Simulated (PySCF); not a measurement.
**Worked example: oscillator strength and radiative lifetime**

CH11N3Si2, SMILES NC[Si@H](N)[SiH2]N.

Geometry optimised at ωB97X-D3(BJ)/def2-SVP. The structure was generated by enumeration; whether it is a known compound was not checked. One conformer was computed; it need not be the lowest.

TDA-PBE/def2-SVPD run with PySCF puts the first singlet state with f over 0.02 at 5.08 eV (vertical), with the transition dipole (0.423, -0.127, 0.142) in atomic units.

### Question
Find the oscillator strength, the wavelength and the radiative lifetime that this transition would have in vacuum if emission retraced absorption.

### Answer

|μ|² = 0.2152 au, so |μ| = 1.18 D. ΔE = 5.08/27.211 = 0.1867 hartree. f = (2/3) ΔE |μ|² = 0.027 (the program prints 0.027).
λ = 1239.84/5.08 = 244 nm; ν = 40973 cm⁻¹.
Einstein's coefficient A = 0.6670 ν² f s⁻¹ (ν in cm⁻¹) = 3.0e7 s⁻¹, so τ = 1/A = 33 ns. This state is S3; the lower singlets have f = 0.003, 0.002. The figure is the radiative limit of this one transition; relaxation, internal conversion, crossing to triplets and a medium change what is measured.
